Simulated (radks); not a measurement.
The numbers below are computed, except where a source is named.
Code: a radial shooting solver on a logarithmic mesh with Libxc functionals. Model: scalar-relativistic Kohn-Sham, LB94 model potential, spin-unpolarised, spherical densities, finite nucleus; Fermi nuclear charge, rms radius of each element as measured or else 0.836 A^(1/3) + 0.57 fm. Response by self-consistent Sternheimer equations with the Hartree and adiabatic LDA kernel, the relativistic mass of each level held fixed and spin-orbit coupling left out. Rank Ga2+, Rb8+, Ge3+, As4+, Kr7+, Se5+, Br6+, Zn+, Cu (NIST ground configurations) by static dipole polarisability, largest first.

Answer. Cu 27.05, Zn+ 12.58, Ga2+ 7.349, Ge3+ 4.808, As4+ 3.372, Se5+ 2.479, Br6+ 1.887, Kr7+ 1.475, Rb8+ 1.177 bohr^3.
